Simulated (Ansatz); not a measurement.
C2H6OSSi can be A, `C[Si]1(S)CO1`, or B, `C=C(S)O[SiH3]`.

Calculated with Ansatz (gas phase, PBE0-D4/def2-TZVP geometries, no zero-point term in ΔE). CCSD(T)/CBS is the MP2 limit (def2-TZVPP, def2-QZVPP) plus CCSD(T) − MP2 in def2-TZVPP, frozen cores. DFT in def2-TZVPP. B3LYP here is the variant with VWN-RPA as its local correlation; programs differ in this. Each species was taken in one conformer, which may not be the lowest.

A:

```xyz
11

C    -0.465   -1.593   -0.538
Si    0.174   -0.027    0.207
S     0.781   -0.414    2.199
C    -0.187    1.629   -0.402
O     1.118    0.972   -0.709
H    -1.303   -1.988    0.040
H    -0.799   -1.405   -1.560
H     0.321   -2.352   -0.563
H     1.205    0.844    2.404
H    -0.067    2.514    0.220
H    -0.776    1.819   -1.297
```

B:

```xyz
11

C    -0.035    1.590    1.399
C    -0.310    0.578    0.584
S    -1.474   -0.673    1.049
O     0.325    0.419   -0.596
Si    0.773   -1.032   -1.283
H    -0.610    1.739    2.300
H     0.766    2.278    1.157
H    -2.200   -0.630   -0.084
H    -0.394   -1.754   -1.847
H     1.683   -0.628   -2.379
H     1.478   -1.888   -0.299
```

Problem. Which is lower in electronic energy at CCSD(T)/CBS, and by how much? (Estimate.)

Solution. Computed: A, by 96.0 kJ/mol.

Problem. Give E(B) − E(A) in kJ/mol with B2PLYP, PBE0-D4, B3LYP-D4, PBE-D4, ωB97M-V, CCSD/def2-TZVPP, r2SCAN-D4. (Estimate.)

Solution. Ansatz gave: B2PLYP 90.2, PBE0-D4 105.6, B3LYP-D4 82.3, PBE-D4 103.0, ωB97M-V 99.0, CCSD/def2-TZVPP 91.5, r2SCAN-D4 104.7. None reverses the order clearly.

Largest T1 diagnostic: 0.013.

In def2-TZVPP, CCSD(T) changes the Hartree–Fock value by +27.5 kJ/mol (the triples alone add +0.6 kJ/mol) and MP2 by +37.6 kJ/mol.
